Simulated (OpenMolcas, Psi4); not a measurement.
# How methods differ on SnNH4F (SMILES [NH2][SnH2][F])

SnNH4F has 7 atoms, charge 0, and is taken as a singlet. As SMILES, `[NH2][SnH2][F]`. The shape is that of a PBE0-D4/def2-TZVP optimisation. This is one conformer, not always the lowest.

Quantity: the HOMO–LUMO gap, in eV. The values are calculated.

| level | kind | program | value (eV) |
| --- | --- | --- | --- |
| HF/def2-SVP (core potential) | Hartree–Fock | OpenMolcas | 14.25 |
| SVWN5/def2-SVP (core potential) | LDA | OpenMolcas | 5.15 |
| BLYP/def2-SVP (core potential) | GGA | OpenMolcas | 5.06 |
| revPBE/def2-SVP (core potential) | GGA | OpenMolcas | 5.22 |
| M06-L/def2-SVP (core potential) | meta-GGA | OpenMolcas | 5.95 |
| TPSS/def2-SVP (core potential) | meta-GGA | OpenMolcas | 5.45 |
| PBE0-D4/def2-SVP (density fitting, core potential) | global hybrid | Psi4 | 7.66 |
| B2PLYP/def2-SVP (core potential) | double hybrid | OpenMolcas | 10.05 |

The values span 5.06 to 14.25 eV. Orbital gaps aren't excitation energies, and those of double hybrids come from the SCF part alone; they tend to grow with the share of exact exchange.
